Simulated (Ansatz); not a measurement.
Ansatz (a program for electronic structure) input (CCSD(T)/aug-cc-pVDZ):

Ansatz 0.2 input:
```yaml
crystal:
  periodic: [false, false, false]
  atoms:
    - {symbol: Ga, position_ang: [-0.07291982, 0.12343991, 0.28867848]}
    - {symbol: F, position_ang: [-1.37584435, -1.01626928, -0.32617332]}
    - {symbol: F, position_ang: [0.13343100, 1.42660418, -0.98951333]}
    - {symbol: F, position_ang: [1.49358161, -0.83551680, 0.32134966]}
basis:
  gaussian:
    orbitals: aug-cc-pVDZ
total_charge: -1
magnetization: {spin_polarized: true, initial_magnetization: 1}
correlation: {method: ccsd_t, electrons: outside_noble_gas}
output: {forces: true}
```

End of the output:

```
integrals: 0.25 GiB planned
1037 factors; integrals over basis functions are off by at most 2.0e-4 eV
mean field: 0.64 GiB planned
mean field evaluation 1: about -60455.4964 eV, gradient 1.4e1 eV
mean field evaluation 2: about -60455.5317 eV, gradient 1.4e1 eV
mean field evaluation 4: about -60456.9608 eV, gradient 2.3e0 eV
mean field evaluation 8: about -60457.0478 eV, gradient 3.9e-1 eV
mean field evaluation 16: about -60457.0507 eV, gradient 1.9e-6 eV
mean field -60457.05069205 eV, -2221.7556336722 hartree, gradient 1.9e-6 eV, S^2 0.752300; 0 other end points of the search recorded, 0 dependent functions left out
17 core orbitals not correlated, not the lowest: weight in the atoms' cores, before any rotation towards them, 0.958 or more for the frozen orbitals, at most 0.039 for the correlated occupied ones
reference -60457.05069205 eV, -2221.7556336722 hartree; 13, 12 occupied and 75, 76 virtual orbitals, 1037 factors
densities: 1.20 GiB planned
second order -19.04407774 eV of doubles, -0.00000000 eV of singles
coupled cluster: 0.81 GiB planned
cycle   1  -18.49635881 eV  change    5.5e-1 eV  update   1.3e-1
cycle   2  -18.94040906 eV  change   -4.4e-1 eV  update   3.9e-2
cycle   3  -19.05236389 eV  change   -1.1e-1 eV  update   2.0e-2
cycle   4  -19.05029336 eV  change    2.1e-3 eV  update   5.2e-3
cycle   5  -19.04346231 eV  change    6.8e-3 eV  update   2.6e-3
cycle   6  -19.04387793 eV  change   -4.2e-4 eV  update   9.8e-4
cycle   7  -19.04462194 eV  change   -7.4e-4 eV  update   3.8e-4
cycle   8  -19.04463686 eV  change   -1.5e-5 eV  update   1.5e-4
cycle   9  -19.04462195 eV  change    1.5e-5 eV  update   5.6e-5
cycle  10  -19.04465602 eV  change   -3.4e-5 eV  update   2.4e-5
cycle  11  -19.04463590 eV  change    2.0e-5 eV  update   9.1e-6
cycle  12  -19.04463304 eV  change    2.9e-6 eV  update   3.5e-6
perturbative correction -0.47119193 eV, -0.0173159841 hartree
the calculation of the forces begins
Total energy: -60476.56651703 eV, -2222.4728270116 hartree
Atom 0 at    -0.072920     0.123440     0.288678 Å, force    -0.000310     0.000529     0.001234 eV/Å
Atom 1 at    -1.375844    -1.016269    -0.326173 Å, force    -0.072652    -0.043770    -0.000149 eV/Å
Atom 2 at     0.133431     1.426604    -0.989513 Å, force     0.002582     0.078000    -0.033213 eV/Å
Atom 3 at     1.493582    -0.835517     0.321350 Å, force     0.070380    -0.034759     0.032128 eV/Å
Dipole moment:    -0.067529     0.114315     0.267339 e Å
```
